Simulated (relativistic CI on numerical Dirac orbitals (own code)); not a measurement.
# Line list: Electric-dipole lines, Al IX

Method of calculation: Dirac-Coulomb-Breit CI, KLI orbitals optimised for each configuration, model QED (radiative potential, 1s self-energy scaled to tabulated hydrogen-like ionisation energies), valence Slater integrals scaled by 0.9, P86 correlation estimate, and configurations built on the next ion tied to the tabulated ionisation energy (semi-empirical) (own radial code, finite nucleus).

Configurations in the expansion (outside the closed core 1s2): 2s²2p, 2s²3s, 2s²3p, 2s²3d, 2s²4s, 2s2p², 2p³, 2p²3s, 2p²3p, 2p²3d, 2s2p3s, 2s2p3p, 2s2p3d, 2s²4p, 2s²4d, 2s²4f, 2s2p4s, 2s2p4p, 2s2p4d, 2s2p4f, 2s3s², 2s3s3p, 2s3s3d, 2s3p². Levels of other configurations are missing.

```
λ vac (Å)               Lower               Upper   A (s⁻¹)  log gf  S velocity/length
   47.755    2s²2p ²P°1/2 [1]   2s²4d ²D3/2 [114]  2.04e+11   -0.55               1.00
   47.863    2s²2p ²P°3/2 [2]   2s²4d ²D5/2 [115]  2.41e+11   -0.30               1.00
   47.866    2s²2p ²P°3/2 [2]   2s²4d ²D3/2 [114]  4.05e+10   -1.25               1.00
   49.080    2s²2p ²P°3/2 [2]    2s²4s ²S1/2 [91]  2.53e+10   -1.74               0.90
   61.796    2s²2p ²P°1/2 [1]    2s²3d ²D3/2 [19]  5.30e+11    0.08               1.02
   61.970    2s²2p ²P°3/2 [2]    2s²3d ²D5/2 [20]  6.32e+11    0.34               1.02
   61.982    2s²2p ²P°3/2 [2]    2s²3d ²D3/2 [19]  1.06e+11   -0.61               1.02
   67.763    2s²2p ²P°1/2 [1]    2s²3s ²S1/2 [16]  4.19e+10   -1.24               0.88
   67.988    2s²2p ²P°3/2 [2]    2s²3s ²S1/2 [16]  8.45e+10   -0.93               0.89
   184.24   2s²3p ²P°1/2 [17]   2s²4d ²D3/2 [114]  3.87e+10   -0.10               0.92
   184.63   2s²3p ²P°3/2 [18]   2s²4d ²D5/2 [115]  4.67e+10    0.16               0.92
   203.46    2s²3d ²D3/2 [19]  2s²4f ²F°5/2 [120]  1.12e+11    0.62               0.88
   203.57    2s²3d ²D5/2 [20]  2s²4f ²F°7/2 [121]  1.20e+11    0.78               0.88
   3355.6    2s²4s ²S1/2 [91]  2s²4p ²P°3/2 [110]  9.49e+07   -0.19               1.01
   4546.6  2s²4p ²P°3/2 [110]   2s²4d ²D5/2 [115]  4.03e+07   -0.13               1.34
```

Terms are leading LS components. Brackets give the number of a level in order of energy, since labels repeat. The list gives strong lines, with weight on those to low levels, without configurations that were not tied to measured data, among the lowest 204 of 228 levels, so that lines to higher ones, which can be the strongest, are missing. Levels whose partners in the same complex of configurations lie outside the list can be far off, and so can their lines. Rates are taken at the computed energies, electric ones in the length gauge. A velocity-to-length ratio far from 1 marks an uncertain rate.

Configurations that consist of the next ion and one excited electron were tied to the tabulated ionisation energy; Rydberg ones are usually within 1,000 to 3,000 cm⁻¹ and the lowest ones within about 6,000 (9,000 in d shells), while levels on excited terms of the next ion carry the error of that term, and the other configurations can be misplaced by 10,000 cm⁻¹ or more. Rates follow the energies as ν³ (E1, M1) or ν⁵ (E2), so rates, branching and lifetimes can be off by large factors.
